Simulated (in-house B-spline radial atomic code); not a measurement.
A radial electron density 4πr²n(r) was computed for an atom or ion in its tabulated ground configuration with a B-spline radial code for spherical atoms; method: non-relativistic SCAN, spin-polarised, spherical fractional occupations. Columns: r (bohr), 4πr²n(r) (electrons per bohr), bar.

```
 0.00448    0.319 #
 0.00522   0.4249 #
 0.00608   0.5636 ##
 0.00709   0.7466 ##
 0.00826    0.983 ###
 0.00962    1.287 ####
  0.0112    1.674 #####
  0.0131     2.18 #######
  0.0152     2.78 ########
  0.0177    3.532 ###########
  0.0207     4.47 ##############
  0.0241    5.547 #################
   0.028    6.768 ####################
  0.0327    8.174 #########################
  0.0381    9.651 #############################
  0.0443    11.12 ##################################
  0.0517    12.52 ######################################
  0.0602    13.65 #########################################
  0.0701    14.38 ###########################################
  0.0817    14.56 ############################################
  0.0952     14.1 ###########################################
   0.111    13.01 #######################################
   0.129    11.49 ###################################
    0.15    9.769 ##############################
   0.175    8.191 #########################
   0.204     7.16 ######################
   0.238    6.887 #####################
   0.277    7.343 ######################
   0.323    8.237 #########################
   0.376    9.054 ###########################
   0.438    9.303 ############################
   0.511    8.673 ##########################
   0.595    7.212 ######################
   0.693    5.259 ################
   0.808    3.293 ##########
   0.941    1.746 #####
     1.1   0.7452 ##
    1.28   0.2611 #
    1.49  0.07085 
    1.73  0.01481 
    2.02 0.002079
```

(1) Which atom or ion is it?
A. Al6+
B. S7+
C. Mg6+
D. Si6+

## Answers

(1) A. The area under the curve, ∫4πr²n dr = ∫r·4πr²n d(ln r) on this logarithmic grid, is 7 electrons, which only this option has. The configuration is [He] 2s2 2p3.
